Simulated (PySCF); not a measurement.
## Atomic charges by several schemes

Compound: C5H14OP (charge +1).
Z-matrix (Å and degrees, GFN2-xTB geometry), rows numbered from 1:
```
C 
P   1  1.8036
C   2  1.8152  1  105.37
C   2  1.8257  1  114.40  3  -114.29
C   4  1.5248  2  114.16  1   -44.19
C   5  1.5232  4  109.67  2   -59.79
O   6  1.4196  5  105.78  4    48.06
H   1  1.0894  2  108.59  3   -56.05
H   1  1.0858  2  111.89  3  -177.09
H   1  1.0913  2  107.95  3    61.79
H   2  1.3707  1  112.47  3   111.66
H   3  1.0894  2  109.84  1    62.77
H   3  1.0895  2  110.18  1  -177.61
H   3  1.0893  2  110.59  1   -57.24
H   4  1.0946  2  105.68  1    77.04
H   4  1.0939  2  107.64  1  -167.58
H   5  1.0890  4  109.96  2   179.36
H   5  1.0910  4  109.74  2    60.31
H   6  1.0941  5  110.51  4   168.17
H   6  1.0964  5  110.54  4   -71.10
H   7  0.9638  6  110.00  5   174.64
```

Density: PBE0/pcSseg-1 (PySCF); schemes: Mulliken, IAO, Hirshfeld and ESP-fitted. Isolated species at its GFN2-xTB geometry (one conformer only).

Q: Atoms with like bonding are taken together and averaged. Do the Mulliken, IAO, Hirshfeld and ESP-fitted schemes agree on where the charge is highest?

A: All schemes agree: Mulliken P2 (+0.490); IAO P2 (+1.100); Hirshfeld P2 (+0.458); ESP-fitted P2 (+0.760).

Q: Do the Mulliken, IAO, Hirshfeld and ESP-fitted schemes agree on where the charge is lowest?

A: The schemes don't all agree: Mulliken O7 (-0.517); IAO C1/C3 (-0.646); Hirshfeld O7 (-0.157); ESP-fitted C1/C3 (-0.680).

Q: At which atom do the 4 schemes differ most?

A: At P2: from +0.458 (Hirshfeld) to +1.100 e (IAO), 0.642 e apart.

Q: Tabulate the Mulliken, IAO, Hirshfeld and ESP-fitted charges.

A: In e; atoms taken as equivalent share a row and are averaged (×n: the atom named and its like, n in all):

```
   atom                     environment  Mulliken     IAO  Hirshfeld  ESP-fitted
  C1/C3  sp3 carbon bound to phosphorus    -0.460  -0.646     -0.132      -0.680
     P2          phosphonium phosphorus    +0.490  +1.100     +0.458      +0.760
     C4  sp3 carbon bound to phosphorus    -0.440  -0.458     -0.079      -0.259
     C5                chain CH2 carbon    -0.256  -0.260     -0.058      -0.035
     C6          carbinol carbon (C–OH)    +0.067  -0.057     +0.018      +0.068
     O7                  alcohol oxygen    -0.517  -0.573     -0.157      -0.594
H8 (×6)                 methyl hydrogen    +0.190  +0.190     +0.075      +0.225
    H11                    P–H hydrogen    +0.147  +0.028     +0.041      +0.051
H15/H16              methylene hydrogen    +0.198  +0.182     +0.073      +0.137
H17/H18              methylene hydrogen    +0.165  +0.164     +0.063      +0.077
H19/H20              methylene hydrogen    +0.144  +0.149     +0.058      +0.077
    H21               hydroxyl hydrogen    +0.272  +0.380     +0.199      +0.432
```

Mean size of the charges over all atoms: IAO 0.299 e, ESP-fitted 0.262 e, Mulliken 0.251 e, Hirshfeld 0.101 e. Each set sums to the total charge, 1, to within 0.001 e. The ESP scheme fits charges at the nuclei, held to the total charge, to the electrostatic potential on points at 1.4 to 2.0 times the van der Waals radii. The IAO scheme projects the occupied orbitals on a minimal set of polarised atomic orbitals and counts the electrons in each atom's part of it.

Some averages cover members that differ in this geometry: C1/C3, ESP-fitted -0.753 to -0.607; C1/C3, Mulliken -0.478 to -0.442; H8 (×6), ESP-fitted +0.213 to +0.244; H17/H18, IAO +0.150 to +0.178 e.

Q: How many electrons does the ESP-fitted scheme count on C1?

A: Its own charge is -0.607 e, so Z − q = 6.607.

Q: Sum the charges by element, for elements with more than one atom.

A: 
```tsv
element	atoms	Mulliken	IAO	Hirshfeld	ESP-fitted
C	5	-1.548	-2.066	-0.383	-1.585
H	14	+2.575	+2.539	+1.081	+2.419
```
